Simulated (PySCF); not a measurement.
C₅H₅F₂NO₂.
Structure used (PBE0-D3(BJ)/def2-SVP), in Å, numbered top down from 1:
```xyz
15
C5H5F2NO2 angstrom
N      3.3731   -0.1840   -0.0155
C      2.2790   -0.2031   -0.3879
C      0.8975   -0.2062   -0.8868
C      0.1934    1.1111   -0.5589
O     -0.0646    1.1296    0.8215
C     -0.9356    0.1515    1.2400
F     -2.1941    0.6514    1.3758
C     -0.9986   -1.0392    0.2658
F     -1.9223   -0.7738   -0.7103
O      0.2248   -1.3089   -0.2951
H      0.9314   -0.3528   -1.9807
H     -0.7357    1.1940   -1.1448
H      0.8438    1.9635   -0.7919
H     -0.5930   -0.1890    2.2307
H     -1.3146   -1.9545    0.7877
```

All values: B3LYP/def2-SVPD (PySCF, non-relativistic), on one gas-phase PBE0-D3(BJ)/def2-SVP geometry that isn't relaxed in the solvent. The solvent is an IEF-PCM continuum (Bondi radii, 1.10 Å for H, scaled by 1.2). Specific hydrogen bonds and non-electrostatic terms are outside this model.

Gas phase at B3LYP/def2-SVPD: HOMO -8.86 eV, LUMO -0.48 eV, dipole 2.07 D.

Problem. What does the continuum do to the energy, the frontier levels and the dipole at B3LYP/def2-SVPD in chloroform?

Solution. 
```tsv
solvent	ε	E(solvent) − E(gas) (kJ/mol)	polarisation term (kJ/mol)	distortion of the solute (kJ/mol)	HOMO (eV)	LUMO (eV)	dipole (D)
chloroform	4.711	-32.30	-36.58	4.28	-8.63	-0.41	2.56
```

The polarisation term is half the interaction of the solute with the surface charges that it induces; the rest is the cost of distorting the solute's density. The sum is the electrostatic part of solvation alone.

Problem. Which radius a makes the point-dipole formula ΔE = −[(ε − 1)/(2ε + 1)]·μ²/a³ give the value in chloroform, with the gas-phase dipole?

Solution. μ = 0.815 au and |ΔE| = 0.01230 Eh give a = 1.42 Å; the farthest nucleus lies 3.38 Å from the centroid of the nuclei, so such a sphere wouldn't even hold the nuclei. The formula assumes a rigid point dipole at the centre of a sphere.

Problem. Give the dipole vector in the frame of the coordinates (D, pointing from negative to positive charge), gas and chloroform.

Solution. Gas (-1.65, -0.15, -1.25), solvent (-2.00, -0.20, -1.58). Its length changes by +24 % and its direction by 1°.

Problem. How does the static polarisability (B3LYP/def2-SVPD, frozen core, with the continuum's full static response) change?

Solution. 
```tsv
medium	isotropic (au)	principal values (au)	⟨r²⟩ of the electrons (bohr²)
gas	69.3	59.8, 64.1, 83.9	1281.5
chloroform	83.1	72.0, 77.6, 99.7	1283.0
```

The isotropic value in chloroform is 1.20 times the gas-phase one; no cavity-field correction is applied. ⟨r²⟩ is taken about the centre of nuclear charge.

Hardware: Arm Neoverse V1, one thread, shared host. Cost: 66 s wall. This is the whole response run at B3LYP/def2-SVPD in chloroform, SCF included.
